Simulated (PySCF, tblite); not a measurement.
Isomers of C8H11Cl, one GFN2-xTB conformer each. Single-point energies are computed at PBE0/pcSseg-1 (PySCF, gas phase, no added dispersion term), electronic only.

| SMILES | GFN2-xTB relative energy (kcal/mol) |
| --- | --- |
| CC1=C/C(=C/Cl)CCC1 | 0.0 |
| C=CC(=C)C(=C)CCCl | 43.7 |

Conformers: `[CH3:1][C:2]1=[CH:3]/[C:4](=[CH:5]/[Cl:6])[CH2:7][CH2:8][CH2:9]1` with C2–C3–C4–C5 178°, C3–C4–C7–C8 33°, C4–C7–C8–C9 -58°, C7–C8–C9–C2 53°; `[CH2:1]=[CH:2][C:3](=[CH2:4])[C:5](=[CH2:6])[CH2:7][CH2:8][Cl:9]` with C1–C2–C3–C4 175°, C2–C3–C5–C6 -65°, C3–C5–C7–C8 -70°, C5–C7–C8–Cl9 178°.

Q: What does PBE0/pcSseg-1 give for the same structures?

A: 
```json
{"SMILES": "CC1=C/C(=C/Cl)CCC1", "PBE0/pcSseg-1 E (Eh)": "-771.06889", "PBE0/pcSseg-1 (kcal/mol)": "0.0", "GFN2-xTB (kcal/mol)": "0.0", "point group": "C1"}
{"SMILES": "C=CC(=C)C(=C)CCCl", "PBE0/pcSseg-1 E (Eh)": "-771.01698", "PBE0/pcSseg-1 (kcal/mol)": "32.6", "GFN2-xTB (kcal/mol)": "43.7", "point group": "C1"}
```

Both levels put the same isomer lowest. 

Q: Which frontier levels, dipoles and rotational constants go with these structures?

A: 
```tsv
SMILES	HOMO (eV, PBE0/pcSseg-1)	LUMO (eV)	dipole (D)	A, B, C (MHz)
CC1=C/C(=C/Cl)CCC1	-6.16	-0.63	2.42	3204, 722.1, 603.9
C=CC(=C)C(=C)CCCl	-6.86	-1.08	2.12	2059, 709.6, 693.9
```

Q: What happens when harmonic zero-point energies from GFN2-xTB frequencies are added?

A: 
```csv
SMILES,ZPE (kcal/mol),electronic (kcal/mol),with ZPE (kcal/mol)
CC1=C/C(=C/Cl)CCC1,104.3,0.0,0.0
C=CC(=C)C(=C)CCCl,101.6,32.6,29.9
```

The zero-point energies span 2.7 kcal/mol. The order is unchanged.
